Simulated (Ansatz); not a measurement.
Input for Ansatz (a program for electronic structure): R-CAM-B3LYP/def2-TZVPP on Br3Sb (SMILES [Br][Sb]([Br])[Br]). Elements past Kr take the def2 small-core potentials; no spin–orbit coupling.

Ansatz 0.2 input:
```yaml
crystal:
  periodic: [false, false, false]
  atoms:
    - {symbol: Sb, position_ang: [-0.00264730, -0.00286778, -0.91032954]}
    - {symbol: Br, position_ang: [2.21553712, -0.00908640, 0.29707726]}
    - {symbol: Br, position_ang: [-1.09780409, 1.92393563, 0.30056517]}
    - {symbol: Br, position_ang: [-1.11508573, -1.91198145, 0.31278710]}
basis:
  gaussian:
    orbitals: def2-TZVPP
hamiltonian:
  xc: {name: CAM-B3LYP}
scf: {lower_state_search: off}
```

Task: Predict the final total energy.

Result: -7963.2186 hartree.

Task: How many basis functions does it have, and what does it roughly cost on one machine?

Result: 194 functions; around 9 core-seconds (rough).
